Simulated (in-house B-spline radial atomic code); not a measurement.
Results of a calculation; reference values are marked as such.
# Stopping and range of 50 keV Sn in Si

The pair potential comes from two frozen, spherical free-atom densities (PBE, B-spline radial code, scalar-relativistic past argon): electrostatics plus the change in Thomas-Fermi kinetic and Dirac exchange energy where they overlap, the recipe behind the universal ZBL potential, which averages such potentials (from solid-state densities) over many pairs. It is written V = (Z1 Z2 e²/r) φ(r/a), with e² = 14.3996 eV·Å and a = 0.46850 Å/(Z1^0.23 + Z2^0.23); ZBL's fit is φ = 0.18175 e^(−3.1998x) + 0.50986 e^(−0.94229x) + 0.28022 e^(−0.4029x) + 0.02817 e^(−0.20162x). Where φ falls below 4e-4 it is continued as an exponential.

The target is taken as amorphous, with density 2.329 g/cm³ (NSM archive of the Ioffe Institute); channelling is ignored. Masses: Sn 118.71, Si 28.09 u. Nuclear stopping is S_n = 4π a Z1 Z2 e² M1/(M1 + M2) × s_n(ε), with s_n integrated over impact parameters for each pair. Electronic stopping is Lindhard and Scharff's S_e = Z1^(1/6) 8π e² a0 Z1 Z2/(Z1^(2/3) + Z2^(2/3))^(3/2) × v/v0, with a0 = 0.529177 Å and v = v0 at 24.801 keV/u; it misses the oscillations with Z1 seen in experiment, which reach tens of per cent. Compounds add by atom fraction.

| target atom | a (Å) | ε at this energy | s_n, this pair | s_n, ZBL potential |
| --- | --- | --- | --- | --- |
| Si | 0.10911 | 0.1036 | 0.3298 | 0.3192 |

What are the atom density and the stopping powers at entry?

N = 2.329 × 0.602214/28.09 = 0.04993 atoms/Å³. For Si: S_n = 11180 × 0.3298 = 3686 eV·Å², S_e = 1.7576 × √50000 = 393 eV·Å². Averaged over the target's atoms and times N × 10 Å/nm, the ion loses N S_n = 1840 eV/nm to recoils and N S_e = 196 eV/nm to electrons; the nuclear share is 90 %.

Along the track:

```csv
E (keV),N S_n (eV/nm),N S_e (eV/nm)
2.5,719,43.9
7.5,1120,76
15,1400,107
25,1600,139
37.5,1750,170
50,1840,196
```

Estimate the path length and the projected range.

With continuous slowing down the path is the integral of dE/(N (S_n + S_e)). Trapezoids over the table give 30.4 nm, and the stretch below the first row, with stopping taken as √E, adds 2E/(N S) = 6.6 nm: 36.9 nm in all, against 36.3 nm on a fine grid from 5 eV. Deflections shorten the depth: to first order in the energy passed on, N (S_n + S_e) dR_p/dE = 1 − N S_n (M2/M1) R_p/(2E), summed over the target's atoms, and integrating this on the fine grid gives R_p = 30.6 nm, 0.84 of the path. Lindhard's rule of thumb R/(1 + M2/3M1), with mean M2/M1 = 0.24, gives 33.6 nm. On the ZBL potential the same equation gives 31.6 nm, and the full integral equation, which keeps hard collisions, 32.2 nm.
